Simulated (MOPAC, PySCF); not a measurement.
H₂FGaS₂, SMILES `[F][Ga]([SH])[SH]` (S–Ga–S–H torsion -180°, S–Ga–S–H torsion -180°), neutral singlet in the gas phase. 

Cartesian coordinates (Å):
```xyz
6

F      0.1221     1.4153     0.9681
Ga    -0.0024    -0.0277    -0.0189
S      1.8686    -0.9516    -0.6348
S     -2.0117    -0.7086    -0.5007
H      2.6000    -0.0258     0.0038
H     -2.5765     0.2983     0.1826
```
Charge 0, multiplicity 1.

All levels are single points at this geometry (CAM-B3LYP-D3(BJ)/def2-TZVP); Pople sets use spherical d functions. Orbital energies aren't observables, and empty levels follow the basis.

PM3 in MOPAC gives dipole (D) = 0.56.

Q: Estimate the dipole (D) from each of these levels: CAM-B3LYP-D3(BJ)/def2-TZVP in PySCF; PBE-D3(BJ)/def2-TZVP in PySCF; B3LYP/3-21G in PySCF; B3LYP/6-31G* in PySCF; BP86/6-31G* in PySCF; SVWN5/6-31G* in PySCF; HF/6-31G* in PySCF; AM1 in MOPAC.

A: 
```csv
level,dipole (D)
CAM-B3LYP-D3(BJ)/def2-TZVP in PySCF,0.30
PBE-D3(BJ)/def2-TZVP in PySCF,0.28
B3LYP/3-21G in PySCF,1.32
B3LYP/6-31G* in PySCF,0.18
BP86/6-31G* in PySCF,0.31
SVWN5/6-31G* in PySCF,0.33
HF/6-31G* in PySCF,0.19
AM1 in MOPAC,0.48
```
